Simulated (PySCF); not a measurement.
## Cl(2+) (chlorine, charge +2) across methods

[Ne] 3s2 3p3, high-spin 4S determinant. Computed with PySCF 2.14 in dyall-av3z (19s12p3d2f, 84 functions), with no relativity, point nucleus.

```csv
method,E (hartree),mean ε 3s α (eV),mean ε 3s β (eV),mean ε 3p α (eV),Σ⟨r²⟩ (bohr²),⟨S²⟩
M06,-458.7990,-48.765,-43.667,-34.569,15.28,3.751
PBE,-458.6210,-46.209,-42.113,-33.096,15.37,3.750
PBE0,-458.6593,-49.256,-43.654,-34.956,15.35,3.750
MN15,-458.8250,-48.988,-44.121,-35.625,15.27,3.750
LC-wPBE,-458.6794,-52.377,-46.885,-38.007,15.34,3.750
LDA,-457.3035,-46.025,-42.388,-33.045,15.40,3.750
UHF,-458.22683,-57.517,-46.567,-39.702,15.46,3.751
BP86,-458.8423,-46.228,-42.362,-33.108,15.34,3.750
```

(1) Estimate the same row for r2SCAN.

## Answers

(1) E (hartree) = -458.7786; mean ε 3s α (eV) = -47.587; mean ε 3s β (eV) = -42.140; mean ε 3p α (eV) = -33.766; Σ⟨r²⟩ (bohr²) = 15.35; ⟨S²⟩ = 3.750.
